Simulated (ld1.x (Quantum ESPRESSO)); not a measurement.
## dysprosium (Dy), TM: configuration errors across variants

ld1.x (Quantum ESPRESSO) 7.5 input, shortened:

```
&input
   title='Dy', zed=66., rel=1, dft='PBE', iswitch=3,
   config='[Xe] 4f9 5d1 6s0 6p0'
 /
 &inputp
   pseudotype=2, tm=.true., lloc=-1, rcloc=3.20,
   nlcc=.true., new_core_ps=.true., rcore=2.45
 /
3
6S  1  0   0.00   0.00  3.00  3.00  0.0
6P  2  1   0.00   0.00  3.65  3.65  0.0
5D  3  2   1.00   0.00  3.35  3.35  0.0
 &test
   configts(1)='5d1 6s0 6p0'
 /
```

All-electron excitation energies from the reference (eV): (1) 5d1 6s2 6p0 -19.271; (2) 5d1 6s1 6p0 -12.431; (3) 5d1 6s1.5 6p0 -16.510; (4) 5d0 6s2 6p1 -17.688; (5) 5d2 6s0 6p0 -10.938; (6) 5d1 6s0 6p1 -8.673; (7) 5d0 6s2 6p0 -13.429.

Tests that are not counted but printed errors over 1 eV. “all radii but the core radius scaled by about 0.83 (s 2.48, p 3.02, d 2.78 bohr); local potential all-electron potential smoothed inside 2.66 bohr (lloc = -1)”: 5d1 6s2 6p0 (solver errors, printed error -31.2 eV); 5d1 6s1.5 6p0 (solver errors, printed error -12.0 eV). “all radii but the core radius scaled by about 0.93 (s 2.78, p 3.38, d 3.10 bohr); local potential all-electron potential smoothed inside 2.96 bohr (lloc = -1)”: 5d1 6s2 6p0 (solver errors, printed error -25.6 eV); 5d1 6s1.5 6p0 (solver errors, printed error -19.9 eV); 1 more.

A true bound ghost makes a file unfit for plane-wave use even where its test errors are small: the radial tests pick states by their node count and pass the ghost by. Where a test does run into it, the solver fails or the error is huge.

Errors AE − PS in meV (a dash: test not solved or not reliable):

```tsv
change	(1)	(2)	(3)	(4)	(5)	(6)	(7)	bound ghosts
base	-9.9	-8.7	-11	-86	-107	+6.3	-76	s
all radii but the core radius scaled by about 0.83 (s 2.48, p 3.02, d 2.78 bohr); local potential all-electron potential smoothed inside 2.66 bohr (lloc = -1)	–	-49	–	-60	-112	+12	-60	s, p
all radii but the core radius scaled by about 0.93 (s 2.78, p 3.38, d 3.10 bohr); local potential all-electron potential smoothed inside 2.96 bohr (lloc = -1)	–	–	–	-84	-111	+7.3	-74	s
all radii but the core radius scaled by about 1.06 (s 3.18, p 3.86, d 3.54 bohr); local potential all-electron potential smoothed inside 3.38 bohr (lloc = -1)	-18	-11	-17	-78	-102	+5.6	-67	none
all radii but the core radius scaled by about 1.13 (s 3.38, p 4.12, d 3.78 bohr); local potential all-electron potential smoothed inside 3.60 bohr (lloc = -1)	-62	-25	-45	-64	-119	+2.2	-50	none
all radii but the core radius scaled by about 1.21 (s 3.64, p 4.42, d 4.06 bohr); local potential all-electron potential smoothed inside 3.88 bohr (lloc = -1)	-93	-36	-66	-50	-109	-3.8	-28	none
all radii but the core radius scaled by about 1.30 (s 3.90, p 4.74, d 4.36 bohr); local potential all-electron potential smoothed inside 4.16 bohr (lloc = -1)	-139	-52	-98	-45	-105	-11	-13	none
all radii but the core radius scaled by about 1.40 (s 4.18, p 5.10, d 4.68 bohr); local potential all-electron potential smoothed inside 4.46 bohr (lloc = -1)	-203	-75	-141	-54	-73	-21	-6.5	none
```

(1) Give the same row for: all radii but the core radius scaled by about 0.77 (s 2.32, p 2.82, d 2.58 bohr); local potential all-electron potential smoothed inside 2.46 bohr (lloc = -1).

Results:

(1) -121, -32, -72, -28, -112, +23, -38; bound ghosts: s, p.
